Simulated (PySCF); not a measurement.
**Polarisability and C₆ of Zr²⁺ (zirconium, charge +2)**

[Kr] 4d1 5s1, high-spin 3D determinant (an excited configuration). Calculation: PySCF 2.14, in x2c-TZVPPall with one added diffuse shell each of s, p, d, f type (9s7p7d3f1g, 95 functions); the spin-free X2C one-electron Hamiltonian (Gaussian nucleus). Coupled (time-dependent) response in atomic units; α is the mean over directions.

| method | mean α (bohr³) | α xx, yy, zz | C₆ (like pair) | S(−4) |
| --- | --- | --- | --- | --- |
| BHandHLYP | 39.23 | 39.16, 39.16, 39.37 | 256.6 | 1111 |

S(−4) is the Cauchy moment in α(ω) = α(0) + S(−4) ω² + …

Spin-orbit coupling is absent.

α(iu) at BHandHLYP:

```csv
u (hartree),α(iu) (bohr³)
0,39.23
0.0500,36.66
0.100,30.87
0.200,19.93
0.300,13.57
0.500,7.984
0.750,5.256
1.00,3.878
1.50,2.414
2.00,1.640
3.00,0.8844
5.00,0.3715
```

A single London oscillator, α(iu) = α/(1 + u²/ω²), gives C₆ = (3/4) ω α². Matching the computed C₆ needs ω = 4 × 256.6 / (3 × 39.23²) = 0.222 hartree.

For an ion, C₆ is the dispersion term alone; charge-induced terms of lower order in 1/R come first.

The components differ because the open shell of this determinant is not spherical; for a pure term their mean is the scalar polarisability.
